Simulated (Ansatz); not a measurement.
Reaction (formal exchange of groups at the Al–N bond): `N=C[NH][AlH][F]` + `CNCS` → `C[NH][AlH][F]` + `N=CNCS`

Program: Ansatz. Geometries: PBE0-D4/def2-TZVP. ΔE: electronic, gas phase. CCSD(T)/CBS is the MP2 limit (def2-TZVPP, def2-QZVPP) plus CCSD(T) − MP2 in def2-TZVPP, frozen cores. DFT in def2-TZVPP. Each species was taken in one conformer, which may not be the lowest.

`N=C[NH][AlH][F]`:

```xyz
9

N     0.830    1.755    0.098
C     0.827    0.690    0.779
N     0.147   -0.496    0.536
Al   -0.951   -0.942   -0.801
F    -1.245    0.187   -1.962
H     0.241    1.689   -0.733
H     1.432    0.669    1.690
H     0.327   -1.189    1.249
H    -1.607   -2.363   -0.856
```

`CNCS`:

```xyz
11

C     0.951    0.955   -0.827
N     0.671    0.069    0.281
C    -0.589   -0.609    0.156
S    -0.740   -1.781    1.539
H     1.898    1.468   -0.652
H     0.173    1.716   -1.002
H     1.056    0.370   -1.745
H     0.706    0.563    1.164
H    -0.594   -1.157   -0.790
H    -1.470    0.052    0.166
H    -2.064   -1.646    1.710
```

`C[NH][AlH][F]`:

```xyz
9

C    -0.743    0.392   -0.977
N     0.474    0.224   -0.211
Al    0.656   -0.609    1.327
F     2.163   -0.662    2.002
H    -0.677   -0.069   -1.969
H    -1.580   -0.083   -0.458
H    -1.007    1.447   -1.113
H     1.271    0.652   -0.658
H    -0.557   -1.290    2.056
```

`N=CNCS`:

Cartesian coordinates in Å:
```
N -1.544 0.150 -0.560
C -0.513 -0.405 -1.056
N 0.738 -0.166 -0.573
C 0.910 0.599 0.623
S 0.452 -0.250 2.173
H -2.375 -0.105 -1.081
H -0.517 -1.093 -1.908
H 1.442 -0.849 -0.791
H 1.959 0.873 0.731
H 0.312 1.504 0.544
H -0.863 -0.257 1.897
```

| level | ΔE (kJ/mol) |
| --- | --- |
| ωB97X-V | -27.6 |
| MP2/def2-TZVPP | -28.8 |
| CCSD/def2-TZVPP | -23.4 |
| HF/def2-QZVPP | -18.5 |

(1) What does CCSD(T)/CBS give? (Estimate.)

Largest T1 diagnostic among the species: 0.014.

Results:

(1) Computed: -26.1 kJ/mol. The listed levels differ from it by -1.5, -2.7, 2.7, 7.6 kJ/mol.

In def2-TZVPP, CCSD(T) changes the Hartree–Fock value by −6.3 kJ/mol (the triples alone add −1.4 kJ/mol) and MP2 by −10.3 kJ/mol.
